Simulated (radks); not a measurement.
Values are calculated unless marked as measured or tabulated.
Species: Lu+. Configuration: [Xe] 4f14 6s2. Level of theory: scalar-relativistic Kohn-Sham, PBEsol, spin-polarised, spherical densities, finite nucleus; Fermi nuclear charge, rms radius 5.37 fm (a radial shooting solver on a logarithmic mesh with Libxc functionals).

Normalised radial functions P(r) = r R(r), r in bohr:

```
   r/bohr * 5s, o 5p, + 6s (the largest magnitude, 1.03, reaches the edge; | marks zero, & curves that meet)
 0.002053                             o+*
 0.002782                             o+ *
 0.003801                             o+  *
 0.005151                             |&  *
 0.006981                             |&   *
 0.009461                             |&   *
  0.01282                             |+o *
  0.01738                             |+*o
  0.02355                             &    o
  0.03192                          * +|     o
  0.04326                       *   + |     o
  0.05863                      *    + |    o
  0.07945                          * +|o
   0.1085                        o    |+  *
   0.1471                    o        |  +      *
   0.1994                       o     | +    *
   0.2702                        *  + |   o
   0.3662              *         +    |           o
   0.4963                     *     + |        o
   0.6726                       o     |   +       *
   0.9116        o                    |       +                  *
    1.235   o                         |   +                     *
    1.674         o             +     |               *
    2.287              +    o         |    *
      3.1            +             o  |*
    4.201                 +          o*
    5.694                        +    &
    7.717                            +&
    10.46                             &
```

5s: eigenvalue -70.013 eV, 4 radial nodes at r = 0.0231, 0.0922, 0.240, 0.566 bohr, <r> = 1.17 bohr, 90 % of the charge inside 1.69 bohr. 5p: eigenvalue -40.475 eV, 3 radial nodes at r = 0.0832, 0.243, 0.610 bohr, <r> = 1.38 bohr, 90 % of the charge inside 2.04 bohr. 6s: eigenvalue -11.086 eV, 5 radial nodes at r = 0.0231, 0.0921, 0.239, 0.553, 1.40 bohr, <r> = 3.25 bohr, 90 % of the charge inside 4.72 bohr.
